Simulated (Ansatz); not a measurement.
Abridged output of a molecular run in Ansatz:

```
Functional definition: HF
  name "HF"
  cite "Fock, Z. Phys. 61, 126 (1930) doi:10.1007/BF01340294"
  parent pbe
  exchange = exact_x
  correlation = 0
1482 factors; integrals over basis functions are off by at most 1.5e-3 eV
mean field evaluation 1: about -18705.9674 eV, gradient 4.1e1 eV
mean field evaluation 2: about -18705.9793 eV, gradient 4.1e1 eV
mean field evaluation 4: about -18710.2279 eV, gradient 4.3e0 eV
mean field evaluation 8: about -18710.2943 eV, gradient 3.5e-4 eV
mean field -18710.29427400 eV, -687.5906322766 hartree, gradient 2.7e-6 eV, S^2 0.000000; 0 other end points of the search recorded, 0 dependent functions left out
13 core orbitals not correlated: weight in the atoms' cores, before any rotation towards them, 1.000 or more for the frozen orbitals, at most 0.000 for the correlated occupied ones
reference -18710.29427400 eV, -687.5906322766 hartree; 22, 22 occupied and 105, 105 virtual orbitals, 1482 factors
second order -22.14977518 eV of doubles, -0.00000000 eV of singles
cycle   1  -23.00149477 eV  change   -8.5e-1 eV  update   1.2e-1
cycle   2  -23.68025013 eV  change   -6.8e-1 eV  update   3.7e-2
cycle   3  -23.82645245 eV  change   -1.5e-1 eV  update   1.8e-2
cycle   4  -23.82182039 eV  change    4.6e-3 eV  update   4.6e-3
cycle   5  -23.82146865 eV  change    3.5e-4 eV  update   1.8e-3
cycle   6  -23.82176871 eV  change   -3.0e-4 eV  update   5.5e-4
cycle   7  -23.82153332 eV  change    2.4e-4 eV  update   2.2e-4
cycle   8  -23.82147134 eV  change    6.2e-5 eV  update   7.7e-5
cycle   9  -23.82149122 eV  change   -2.0e-5 eV  update   3.0e-5
perturbative correction -0.76105666 eV, -0.0279683163 hartree
Total energy: -18734.87682188 eV, -688.4940242484 hartree
```

Its atoms:

Z-matrix (Å, degrees):
```
N
C 1 1.434
In 1 2.574 2 92.2
H 1 1.014 2 114.0 3 -134.1
H 1 1.014 2 112.2 3 101.2
Si 2 1.897 1 108.4 3 -32.9
C 2 1.330 1 121.9 3 129.1
H 3 1.731 1 101.3 2 144.5
H 3 1.728 1 103.1 2 -90.3
O 6 1.663 2 111.8 1 -78.0
H 6 1.493 2 107.2 1 162.2
H 7 1.083 2 120.5 1 -173.1
H 7 1.089 2 122.6 1 5.1
H 10 0.959 6 116.4 2 -77.3
```

(1) Which basis set was used?
A. def2-SVP
B. def2-TZVPP
C. def2-SVPD
D. cc-pV(T+d)Z

(2) Write the keys of the input that set method, charge and spin (a neutral closed shell needs none for the last two).

Answers

(1) A. It gives 140 functions.

(2) 
```yaml
correlation: {method: ccsd_t}
```
